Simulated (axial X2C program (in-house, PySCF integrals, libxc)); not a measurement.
**Levels of BeC⁺ by electron attachment to BeC²⁺ (EOM-EA-CCSD)**

Calculated with an in-house all-electron X2C program for linear molecules (integrals from PySCF): two-component X2C with atomic mean-field Coulomb and Gaunt terms, Gaussian nuclei, basis C dyall-av3z, Be dyall-acv3z with contracted cores.

R = 1.715 Å (1.090 times 1.573 Å, the PBE0 minimum at charge 1 for the lowest determinant).

Levels of BeC⁺ obtained by attaching an electron to BeC²⁺:

```tsv
Ω	binding energy (eV)	above lowest (cm⁻¹)	attached spinor	one-particle weight
1/2	16.640	0	69% C pπ, 20% Be pπ	0.88
3/2	16.638	22	69% C pπ, 20% Be pπ	0.88
1/2	14.915	13919	46% Be sσ, 32% Be pσ, 11% C pσ	0.98
```

This point took 3.4 s on 1 thread of Arm Neoverse V1, on a shared host.

Reference electrons by ω block (each with its −ω partner): 1/2: 4. 4 electrons of BeC²⁺ correlated (inner shells frozen), 92 natural virtual spinors (a truncated set); levels can be off by some tenths of an eV. Roots sought by Ω: (1/2: 5, 3/2: 4, 5/2: 2, 7/2: 1); the list ends where they run out and leaves out roots under 60 % one-particle weight. The solver can skip a root, and states that need a further excitation, which the method places far too high, are missing though they may lie low or lowest. T1 of the reference 0.030 (Lee–Taylor). The reference was not checked to be the lowest state of its species. Number of frozen shells: C 1 s; Be 1 s. Large amplitudes in the reference (orbital relaxation or multireference character) lower the reliability.
